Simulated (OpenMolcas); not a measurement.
A run on Cu4+ among 6 point charges of -2.2 e arranged as a trigonal antiprism (D3d), 1.77 Å from the ion, with a polar angle of 63.0° against the regular 54.74°.

| Property | Result |
| --- | --- |
| Program | OpenMolcas 26.06 |
| Method | CASSCF |
| Basis | ANO-RCC-VDZP [5s4p2d1f] |
| Scalar Hamiltonian | DKH2, point nucleus |
| Active space | 7 electrons in 5 orbitals (3d) |
| State averaging | 2S+1 = 4 even, 10 roots; 2S+1 = 2 even, 40 roots |
| Spin-orbit coupling | RASSI with atomic mean-field integrals over the reference wave functions |

34 basis functions. Blocks (2S+1, parity, CSFs, roots kept): 4, even, 10, 10; 2, even, 40, 40.

Problem. How long do the RASSCF and RASSI steps take on 1 thread of Intel(R) Xeon(R) Platinum 8259CL CPU @ 2.50GHz (Skylake/Cascade Lake) (shared host)?

Solution. About 15 s of wall time, without the integral step.
